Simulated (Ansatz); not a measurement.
Input file for C2H7BGaNS (`BC(S)/C=[N]\[GaH2]`):

```yaml
crystal:
  periodic: [false, false, false]
  atoms:
    - {symbol: B, position_ang: [0.407608, -1.714101, -0.998702]}
    - {symbol: C, position_ang: [-0.250817, -0.966283, 0.190945]}
    - {symbol: S, position_ang: [0.891172, -0.184226, 1.352624]}
    - {symbol: C, position_ang: [-1.249569, 0.073047, -0.427302]}
    - {symbol: N, position_ang: [-1.192372, 1.304921, -0.304719]}
    - {symbol: Ga, position_ang: [0.125581, 2.182698, 0.751631]}
    - {symbol: H, position_ang: [1.573625, -1.610584, -1.240027]}
    - {symbol: H, position_ang: [-0.295878, -2.356162, -1.719772]}
    - {symbol: H, position_ang: [-0.871122, -1.663863, 0.766629]}
    - {symbol: H, position_ang: [1.979349, -0.179164, 0.566784]}
    - {symbol: H, position_ang: [-2.040245, -0.433446, -0.999302]}
    - {symbol: H, position_ang: [-0.419369, 2.765385, 2.098355]}
    - {symbol: H, position_ang: [1.342057, 2.781798, -0.037134]}
basis:
  gaussian: {orbitals: def2-TZVPP}
correlation: {method: ccsd_t}
output: {orbitals: {seedname: orbitals}}
```

```sh
$ ansatz run in.yaml --threads 2 --pin off --events-out ev --progress --plain --max-ram 22528MiB --backend cuda --devices 0, --max-vram 18GiB
```

The program prints (abridged):

```
Functional definition: HF
1864 factors; integrals over basis functions are off by at most 1.2e-3 eV
mean field evaluation 1: about -67472.6795 eV, gradient 4.0e1 eV
mean field evaluation 2: about -67472.9806 eV, gradient 4.0e1 eV
mean field evaluation 4: about -67477.5036 eV, gradient 6.0e0 eV
mean field evaluation 8: about -67477.6527 eV, gradient 6.2e-1 eV
mean field -67477.65675545 eV, -2479.7581477641 hartree, gradient 8.5e-6 eV, S^2 0.000000; 0 other end points of the search recorded, 0 dependent functions left out
18 core orbitals not correlated: weight in the atoms' cores, before any rotation towards them, 1.000 or more for the frozen orbitals, at most 0.000 for the correlated occupied ones
reference -67477.65675545 eV, -2479.7581477641 hartree; 21, 21 occupied and 273, 273 virtual orbitals, 1864 factors
second order -28.38963822 eV of doubles, -0.00000000 eV of singles
cycle   1  -28.50882150 eV  change   -1.2e-1 eV  update   1.4e-1
cycle   2  -29.44090881 eV  change   -9.3e-1 eV  update   4.5e-2
cycle   3  -29.63522946 eV  change   -1.9e-1 eV  update   2.6e-2
cycle   4  -29.62394442 eV  change    1.1e-2 eV  update   8.2e-3
cycle   5  -29.61891387 eV  change    5.0e-3 eV  update   5.9e-3
cycle   6  -29.62097181 eV  change   -2.1e-3 eV  update   2.7e-3
cycle   7  -29.62090901 eV  change    6.3e-5 eV  update   1.5e-3
cycle   8  -29.62075887 eV  change    1.5e-4 eV  update   6.3e-4
cycle   9  -29.62094804 eV  change   -1.9e-4 eV  update   2.5e-4
cycle  10  -29.62098210 eV  change   -3.4e-5 eV  update   1.2e-4
cycle  11  -29.62089289 eV  change    8.9e-5 eV  update   5.6e-5
cycle  12  -29.62094298 eV  change   -5.0e-5 eV  update   2.9e-5
cycle  13  -29.62094467 eV  change   -1.7e-6 eV  update   1.2e-5
perturbative correction -1.40219152 eV, -0.0515295878 hartree
Total energy: -67508.67989163 eV, -2480.8982269907 hartree
```

Run time 10 s (2 threads of an AMD EPYC 7R13 on a shared host and a share of an NVIDIA H100 80 GB); peak host memory 0.9 GiB.

MP2 recovers 91.5 % of the CCSD(T) correlation energy and the triples give 4.5 %; T1 = 0.0156.
